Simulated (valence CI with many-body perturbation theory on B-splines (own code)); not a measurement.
Energy levels of Sm LVII

Calculated by configuration interaction combined with many-body perturbation theory (CI+MBPT): four valence electrons over a frozen Dirac-Fock core [He], radial functions for each j: 11 s, 11 p, 10 d, 8 f, 5 g, 2 h, with the one-electron correlation potential Σ1 (screened to all orders), the two-electron term Σ2, the three-electron term Σ3, Breit, model QED; selected single and double excitations, second order for the rest, scaled by the run's own slope (own B-spline code, finite nucleus).

No measured spectrum was set against this ion. As an estimate, large intervals hold to a few tenths of a per cent, small ones and those within an open d or f shell to about a per cent. Among the levels kept, up to 900 cm⁻¹ of a level comes from second order outside the variational space, and about a tenth of that is noise between levels of different J, which matters for small intervals.

Levels 91 to 135 of 208, with energies above the lowest level, (2s^2 2p1/2^2) J=0. "Leading %" is the weight of the configuration and term that name the level; weights of strongly mixed levels are sums over their largest components and can fall short, so below about 35 % the name and the second component can differ from the true leading terms, or belong to a minority configuration. In the jj column 3d3/2^4 stands for four electrons in 3d with j = 3/2. Lifetimes count E1, E2, E3, M1 and M2 decay at the calculated energies, and are blank where another channel may lead or the interval is too uncertain; long ones can be off by a factor of two.

```csv
No.,Configuration,Term,J,E (eV),Leading %,Lifetime,Second component,Leading jj
91,2s2p²3d,³D,2,8076.7,22,962 as,13 % 2s2p²3d ⁵P,2s 2p1/2 2p3/2 3d3/2 (72 %)
92,2s2p²3d,⁵P,1,8077.0,18,890 as,17 % 2s2p²3d ³P,2s 2p1/2 2p3/2 3d3/2 (57 %)
93,2s2p²3p,³P°,0,8077.4,80,144 fs,19 % 2s2p²3p ¹S°,2s 2p1/2 2p3/2 3p3/2 (100 %)
94,2s2p²3d,⁵D,4,8079.0,50,51.2 fs,24 % 2s2p²3d ³F,2s 2p1/2 2p3/2 3d5/2 (87 %)
95,2s2p²3p,¹D°,2,8080.7,37,8.15 fs,24 % 2s2p²3p ³D°,2s 2p1/2 2p3/2 3p3/2 (96 %)
96,2s2p²3p,³S°,1,8083.7,29,7.44 fs,23 % 2s2p²3p ³D°,2s 2p1/2 2p3/2 3p3/2 (90 %)
97,2s2p²3p,³P°,1,8086.0,53,77.3 fs,25 % 2s2p²3p ¹P°,2s 2p1/2 2p3/2 3p3/2 (98 %)
98,2s2p²3d,³F,2,8096.7,28,2.11 fs,23 % 2s2p²3d ⁵D,2s 2p1/2 2p3/2 3d5/2 (89 %)
99,2p³3p,³D,2,8100.2,15,2.96 fs,13 % 2p³3p ³F,2p1/2^2 2p3/2 3p1/2 (64 %)
100,2s2p²3d,³F,3,8105.5,46,959 as,22 % 2s2p²3d ⁵P,2s 2p1/2 2p3/2 3d5/2 (89 %)
101,2s2p²3d,⁵P,1,8105.8,19,4.19 fs,14 % 2s2p²3d ³S,2p1/2^2 2p3/2 3p1/2 (51 %)
102,2s2p²3d,³D,1,8110.6,26,2.20 fs,18 % 2s2p²3d ⁵D,2s 2p1/2 2p3/2 3d5/2 (76 %)
103,2s2p²3d,³G,5,8113.3,60,23.8 ps,40 % 2s2p²3d ⁵F,2s 2p1/2 2p3/2 3d5/2 (100 %)
104,2s2p²3d,³F,2,8119.6,55,6.35 fs,36 % 2s2p²3d ³P,2s 2p1/2 2p3/2 3d3/2 (66 %)
105,2s2p²3d,³G,3,8126.5,42,51.9 fs,34 % 2s2p²3d ¹F,2s 2p1/2 2p3/2 3d3/2 (91 %)
106,2s2p²3d,³D,3,8135.1,60,1.38 fs,11 % 2s2p²3d ¹F,2s 2p1/2 2p3/2 3d5/2 (90 %)
107,2s2p²3d,³D,1,8135.7,65,4.00 fs,12 % 2s2p²3d ³P,2s 2p1/2 2p3/2 3d3/2 (84 %)
108,2s2p²3d,³F,4,8139.7,56,1.07 fs,26 % 2s2p²3d ¹G,2s 2p1/2 2p3/2 3d5/2 (94 %)
109,2s2p²3d,³D,1,8142.1,70,1.15 fs,12 % 2s2p²3d ³P,2s 2p1/2 2p3/2 3d5/2 (55 %)
110,2s2p²3d,³F,2,8145.7,27,1.47 fs,25 % 2s2p²3d ³D,2s 2p1/2 2p3/2 3d5/2 (54 %)
111,2s2p²3d,³P,0,8151.3,98,911 as,,2s 2p1/2 2p3/2 3d3/2 (50 %)
112,2s2p²3d,¹D,2,8152.7,47,1.30 fs,16 % 2s2p²3d ³D,2s 2p1/2 2p3/2 3d3/2 (77 %)
113,2s2p²3d,¹P,1,8160.3,59,1.19 fs,25 % 2s2p²3d ³P,2s 2p1/2 2p3/2 3d3/2 (50 %)
114,2s2p²3d,¹S,0,8162.4,61,1.37 fs,35 % 2s2p²3d ³P,2s 2p1/2 2p3/2 3d5/2 (50 %)
115,2s2p²3d,³D,3,8179.7,41,5.09 fs,27 % 2s2p²3d ³F,2s 2p1/2 2p3/2 3d5/2 (98 %)
116,2s2p²3d,³F,4,8184.7,44,4.14 fs,31 % 2s2p²3d ³G,2s 2p1/2 2p3/2 3d5/2 (100 %)
117,2s2p²3d,³P,2,8195.4,48,931 as,19 % 2s2p²3d ³D,2s 2p1/2 2p3/2 3d5/2 (97 %)
118,2s2p²3d,³P,1,8196.6,46,1.38 fs,25 % 2s2p²3d ³S,2s 2p1/2 2p3/2 3d5/2 (99 %)
119,2s2p²3d,¹F,3,8196.6,43,984 as,32 % 2s2p²3d ³F,2s 2p1/2 2p3/2 3d5/2 (98 %)
120,2s2p²3d,³D,2,8199.1,44,1.37 fs,26 % 2s2p²3d ¹D,2s 2p1/2 2p3/2 3d5/2 (99 %)
121,2p³3p,³D,3,8282.7,48,5.30 fs,25 % 2p³3p ⁵P,2p1/2^2 2p3/2 3p3/2 (97 %)
122,2p³3p,³P,1,8283.2,35,4.80 fs,24 % 2p³3p ¹P,2p1/2^2 2p3/2 3p3/2 (97 %)
123,2p³3p,³P,2,8306.1,43,4.76 fs,16 % 2p³3p ¹D,2p1/2^2 2p3/2 3p3/2 (97 %)
124,2p³3p,³P,0,8327.3,70,5.09 fs,28 % 2p³3p ¹S,2p1/2^2 2p3/2 3p3/2 (97 %)
125,2p³3d,³D°,2,8343.7,32,15.9 fs,20 % 2p³3d ³F°,2p1/2^2 2p3/2 3d3/2 (98 %)
126,2p³3d,³F°,3,8350.2,27,64.2 fs,20 % 2p³3d ³G°,2p1/2^2 2p3/2 3d3/2 (96 %)
127,2p³3d,³D°,1,8353.7,33,4.97 fs,27 % 2p³3d ³P°,2p1/2^2 2p3/2 3d3/2 (98 %)
128,2p³3d,³P°,0,8355.9,62,89.7 fs,26 % 2p³3d ⁵D°,2p1/2^2 2p3/2 3d3/2 (98 %)
129,2s2p²3s,⁵P,3,8379.1,60,21.5 fs,40 % 2s2p²3s ³D,2s 2p3/2^2 3s (99 %)
130,2p³3d,³F°,4,8396.2,50,225 fs,26 % 2p³3d ⁵D°,2p1/2^2 2p3/2 3d5/2 (98 %)
131,2s2p²3s,³P,2,8401.0,54,7.89 fs,20 % 2s2p²3s ³D,2s 2p3/2^2 3s (99 %)
132,2p³3d,³D°,2,8406.5,34,1.94 fs,22 % 2p³3d ³P°,2p1/2^2 2p3/2 3d5/2 (97 %)
133,2p³3d,³D°,3,8420.5,46,879 as,18 % 2p³3d ¹F°,2p1/2^2 2p3/2 3d5/2 (96 %)
134,2p³3d,³D°,1,8430.6,34,1.32 fs,27 % 2p³3d ¹P°,2p1/2^2 2p3/2 3d5/2 (98 %)
135,2s2p²3p,³P°,2,8466.3,27,13.1 fs,23 % 2s2p²3p ⁵P°,2s 2p3/2^2 3p1/2 (99 %)
```
